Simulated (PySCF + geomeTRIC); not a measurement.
Species: H₂InOS, SMILES `[OH][In][SH]` (H–O–In–S torsion -180°, O–In–S–H torsion 0°) (charge 0, multiplicity 2).

Give a relaxed geometry from PBE0-D3(BJ)/def2-TZVP (PySCF + geomeTRIC).

This is not unique; one that fits is the end point of this relaxation, one of several conformers (outside a Z-matrix the atoms follow the SMILES, hydrogens last).
Cartesian coordinates (Å) in one orientation:
```xyz
5

O      1.420     0.378     0.238
In     0.163    -0.989    -0.519
S     -2.159    -0.339    -0.235
H      2.352     0.167     0.143
H     -1.760     0.795     0.372
```
